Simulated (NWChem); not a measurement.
Molecule: SiNH₃O, singlet; SMILES O[Si]N

```xyz
6

Si    -0.6591     0.0603     0.0000
O      0.4103     1.3490     0.0000
H      1.3631     1.2022     0.0000
N      0.4148    -1.2944     0.0000
H      1.4323    -1.2941     0.0000
H      0.0480    -2.2412     0.0000
```
Atoms are numbered in this order, from 1.

Computed with NWChem. Low-valent species are run as closed-shell singlets; no triplet was tried in these runs. Geometry: optimised at PBE0/def2-SVP. Level: M05-2X/def2-SVP with SMD (1 M gas to 1 M solution), gas-phase geometry. Reactions with the solvent are ignored.

For solvent dichloromethane:

```
Item                              Result
--------------------------------  ------
solvation free energy (kcal/mol)    -6.5
dipole in solution (D)              4.12
```

Q: How do the values read with solvent 2-propanol instead?

A: The solvation free energy (kcal/mol) is -8.1. The dipole in solution (D) comes out as 4.27.
